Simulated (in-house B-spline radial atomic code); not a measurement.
Whole-atom quantities along the 22-electron series, configuration [Ar] 3d4. Breit and QED terms are first order and not part of the total energy; the density at the nucleus is averaged over the nuclear charge. Computed with an all-electron radial atomic-structure program (B-spline basis): Dirac-Hartree-Fock, average of the configuration, finite nuclei.

```csv
ion,Z,E/Z² (Eh),Σ<r²> (bohr²),n(0)/Z³ (bohr⁻³),Lamb diamagnetic shielding (ppm),repulsion over attraction,Breit energy (eV),self-energy (eV),vacuum polarisation (eV),Dirac less non-relativistic energy (Eh)
Zr18+,40,-2.143,2.5786,1.1371,3452.97,0.10311,54.205,41.57,-4.5316,-58.134
Nb19+,41,-2.1572,2.404,1.164,3557.18,0.10087,58.842,45.307,-5.0211,-64.646
Mo20+,42,-2.171,2.2466,1.1911,3661.93,0.098705,63.743,49.281,-5.5512,-71.705
Tc21+,43,-2.1843,2.1042,1.2217,3767.25,0.096621,68.917,53.501,-6.1247,-79.345
Ru22+,44,-2.1973,1.9748,1.2514,3873.17,0.094612,74.372,57.978,-6.7439,-87.595
Rh23+,45,-2.21,1.857,1.2843,3979.7,0.092675,80.116,62.722,-7.412,-96.494
Pd24+,46,-2.2223,1.7493,1.3177,4086.88,0.090806,86.157,67.744,-8.1317,-106.08
Ag25+,47,-2.2344,1.6506,1.3534,4194.71,0.089001,92.505,73.054,-8.9063,-116.38
Cd26+,48,-2.2461,1.5599,1.3886,4303.24,0.087258,99.167,78.665,-9.7387,-127.43
In27+,49,-2.2576,1.4764,1.4278,4412.47,0.085574,106.15,84.587,-10.633,-139.29
Sn28+,50,-2.2689,1.3993,1.4673,4522.45,0.083945,113.47,90.833,-11.592,-151.98
Sb29+,51,-2.28,1.328,1.5089,4633.19,0.082369,121.13,97.416,-12.621,-165.56
Te30+,52,-2.2908,1.2619,1.5504,4744.72,0.080844,129.14,104.35,-13.722,-180.06
I31+,53,-2.3014,1.2005,1.5968,4857.08,0.079366,137.51,111.64,-14.902,-195.53
Xe32+,54,-2.3119,1.1434,1.6436,4970.28,0.077934,146.24,119.32,-16.162,-212.02
Cs33+,55,-2.3222,1.0902,1.6936,5084.37,0.076546,155.36,127.38,-17.51,-229.57
Ba34+,56,-2.3324,1.0404,1.7448,5199.37,0.0752,164.86,135.85,-18.95,-248.24
La35+,57,-2.3424,0.99393,1.7996,5315.32,0.073893,174.76,144.74,-20.487,-268.09
Ce36+,58,-2.3524,0.95038,1.8564,5432.25,0.072624,185.07,154.07,-22.126,-289.15
Pr37+,59,-2.3622,0.90953,1.9165,5550.19,0.071391,195.8,163.86,-23.874,-311.5
Nd38+,60,-2.3719,0.87116,1.979,5669.18,0.070192,206.96,174.12,-25.738,-335.18
Pm39+,61,-2.3815,0.83508,2.0416,5789.25,0.069027,218.55,184.87,-27.721,-360.26
Sm40+,62,-2.391,0.8011,2.1,5910.42,0.067893,230.59,196.13,-29.83,-386.78
Eu41+,63,-2.4004,0.76906,2.17,6032.79,0.066789,243.1,207.92,-32.079,-414.84
Gd42+,64,-2.4098,0.73882,2.2415,6156.36,0.065714,256.08,220.26,-34.47,-444.49
```

Question: With what power of Z does the column «self-energy (eV)» change over this range?

Answer: A fit of the logarithm of its size against log Z from Z = 40 to 64 has slope 3.54. One-loop self-energy scales as Z⁴F(Zα), with F falling from low Z to about Z = 90.
